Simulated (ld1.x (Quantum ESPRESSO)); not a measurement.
## How hard is this P (Z = 15) ultrasoft potential?

ld1.x (Quantum ESPRESSO) 7.5 input, shortened:

```
&input
   title='P', zed=15., rel=1, dft='PBESOL', iswitch=3,
   config='[Ne] 3s2 3p3 3d-2'
 /
 &inputp
   pseudotype=3, tm=.true., lloc=-1, rcloc=1.25,
   nlcc=.false.
 /
6
3S  1  0   2.00   0.00  1.55  1.70  0.0
3S  1  0   0.00   0.15  1.55  1.70  0.0
3P  2  1   3.00   0.00  1.45  1.60  0.0
3P  2  1   0.00   0.10  1.45  1.60  0.0
3D  3  2  -2.00  -0.15  1.20  1.55  0.0
3D  3  2  -2.00   0.25  1.20  1.55  0.0
 &test
   configts(1)='3s2 3p3'
 /
```

The pseudo-atom Hamiltonian at the reference potential is diagonalised in spherical Bessel functions j_l(qr) that vanish at 20 bohr, with q² up to the cutoff. All-electron valence levels (Ry): 3s -1.0229, 3p -0.4027.

**Question.** How do the lowest levels (Ry) of each channel move with the cutoff, and are there ghosts?

**Answer.**

| cutoff (Ry) | s #1 | s #2 | p #1 | d #1 | f #1 | f #2 | Σ f·Δε (mRy) |
| --- | --- | --- | --- | --- | --- | --- | --- |
| 8 | -1.0210 | -0.0227 | -0.3963 | 0.0654 | 0.1146 | 0.2440 | 23.4 |
| 10 | -1.0220 | -0.0228 | -0.4007 | 0.0654 | 0.1146 | 0.2440 | 8.1 |
| 12 | -1.0226 | -0.0229 | -0.4021 | 0.0653 | 0.1146 | 0.2440 | 2.8 |
| 15 | -1.0227 | -0.0229 | -0.4025 | 0.0652 | 0.1146 | 0.2440 | 1.2 |
| 18 | -1.0228 | -0.0229 | -0.4026 | 0.0651 | 0.1146 | 0.2440 | 1.0 |
| 21 | -1.0228 | -0.0229 | -0.4026 | 0.0651 | 0.1146 | 0.2440 | 0.8 |
| 25 | -1.0229 | -0.0229 | -0.4027 | 0.0650 | 0.1146 | 0.2440 | 0.5 |
| 400 | -1.0229 | -0.0229 | -0.4028 | 0.0650 | 0.1146 | 0.2440 | 0.0 |

Result: no extra level below or beside the all-electron valence levels (s, p, d, f tested); 10 mRy is reached at 10 Ry and 1 mRy at 18 Ry.
